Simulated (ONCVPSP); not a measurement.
**cadmium (Cd): excitation energies, all-electron against ONCV**

```json
{
 "Element": "cadmium (Cd)",
 "Generator": "ONCVPSP 4.0.1",
 "Type": "optimised norm-conserving Vanderbilt (ONCV)",
 "Functional": "LDA (Perdew-Wang 92)",
 "Relativity": "scalar-relativistic",
 "Frozen core": "[Ar] 3d10",
 "Valence charge": "20",
 "Reference configuration": "4s2 4p6 4d10 5s2",
 "Partial waves": "4s+5s: rc 1.45 bohr, ncon 4, nbas 7, qcut 9.5 1/bohr, 2 projectors; 4p: rc 1.25 bohr, ncon 4, nbas 9, qcut 9.7 1/bohr, 2 projectors, debl 3.9 Ha; 4d: rc 1.30 bohr, ncon 4, nbas 7, qcut 8.1 1/bohr, 3 projectors, debl 1.7 Ha",
 "Local potential": "polynomial inside 1.00 bohr (lpopt 5, dvloc0 -1 Ha)",
 "Core correction": "none"
}
```

Energies are relative to the spin-unpolarised reference configuration 4s2 4p6 4d10 5s2; without spin polarisation the order of configurations can differ from experiment.

| valence configuration | charge | ΔE all-electron (eV) | error AE − PS (meV) |
| --- | --- | --- | --- |
| 4s2 4p6 4d9 5s0 | +3 | 65.397 | -10 |
| 4s2 4p6 4d10 5s1.5 | +0.5 | 3.873 | -0.6 |

Problem. What are ΔE and the potential's error for 4s2 4p6 4d10 5s0?

Solution. ΔE = 27.136 eV all-electron; the error (AE − PS) is -5.0 meV.

Problem. What are ΔE and the potential's error for 4s2 4p6 4d10 5s1?

Solution. ΔE = 9.622 eV all-electron; the error (AE − PS) is -1.6 meV.

Levels in the configuration 4s2 4p6 4d10 5s1.5:

| level | all-electron (eV) | pseudo (eV) |
| --- | --- | --- |
| 4s | -110.129 | -110.133 |
| 4p | -71.280 | -71.283 |
| 4d | -16.158 | -16.158 |
| 5s | -9.584 | -9.584 |
